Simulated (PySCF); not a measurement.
VF4, SMILES [F][V]([F])([F])[F] (connectivity only; charge and spin as stated), neutral, multiplicity 2. Atoms are numbered in the order given.

```xyz
5

V      0.0000     0.0000     0.0000
F      1.0227     1.0227     0.8980
F     -1.0227    -1.0227     0.8980
F      1.0227    -1.0227    -0.8980
F     -1.0227     1.0227    -0.8980
```
Charge 0, spin multiplicity 2.

Coordinates come from a PBE0-D3(BJ)/def2-SVP optimisation. A frequency run showed that this geometry is not a minimum. The spin state was assumed, not searched. The isomer is the one that the SMILES or the coordinates give; other isomers of the formula were not compared.

Method: PBE/def2-TZVP run with PySCF.

Estimate the frontier levels, dipole moment and polarisability. (The exact figures need the calculation; the answer reports its results.)


```yaml
"α spin, highest occupied and lowest empty level": -5.52 and -5.30 eV
"β spin, highest occupied and lowest empty level": -10.46 and -4.75 eV
dipole_moment: 0.00 D
quadrupole, principal values (traceless, Buckingham form, about the centre of nuclear charge): -0.52, -0.52, 1.04 D·Å
mean_static_polarisability: 31.7 bohr³ (4.70 Å³)
polarisability_principal_values: 30.6, 32.3, 32.3 bohr³
"⟨S²⟩": 0.753 (pure state 0.75)
```
